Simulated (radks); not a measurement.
Values are calculated unless marked as measured or tabulated.
Spherical quantum dot in the effective-mass picture: electrons in a parabolic well V = omega^2 r^2 / 2 with omega = 0.812, with a point charge +1 (a donor) at the centre, all in effective atomic units (hartree* = m*/eps^2 hartree, bohr* = eps/m* bohr), one dielectric constant everywhere. Level of theory: non-relativistic Kohn-Sham, LDA (Slater exchange, Perdew-Wang correlation), spin-polarised, spherical densities (a radial shooting solver with Libxc functionals). Levels are named by radial order and angular momentum (1s, 1p, 1d, 2s, ...), and open shells are averaged over m.

N = 22, configuration 1s2 1p6 1d10 2s2 1f(up 2, down 0). This is the lowest configuration that the search found. Occupied and some empty levels:

level,occupation,eigenvalue (hartree*),<r> (bohr*)
1s up,1,9.1252,1.573
1s down,1,9.1325,1.555
1p up,3,9.6042,2.352
1p down,3,9.6216,2.340
2s up,1,9.9046,2.271
2s down,1,9.9205,2.279
1d up,5,10.016,2.710
1d down,5,10.038,2.705
1f up,2,10.463,2.971
1f down,0,10.486,2.970
2p up,0,10.571,2.568
2p down,0,10.585,2.573
1g up,0,10.949,3.187
1g down,0,10.972,3.189
2d up,0,11.129,2.869
2d down,0,11.144,2.871

Energy (hartree*): total 132.963, kinetic 16.145, external 39.001, Hartree 86.737, exchange-correlation -8.9197.

Electron density:

r (bohr*),n(r) (e/bohr*^3)
0.105,0.8781
0.369,0.5214
0.632,0.3193
0.896,0.2114
1.16,0.1620
1.42,0.1476
1.69,0.1502
1.95,0.1557
2.21,0.1542
2.48,0.1409
2.74,0.1166
3.01,0.08626
3.27,0.05649
3.53,0.03259
3.80,0.01640
4.06,0.007191
4.33,0.002744
4.59,0.0009150
4.85,0.0002654
5.12,0.00006702
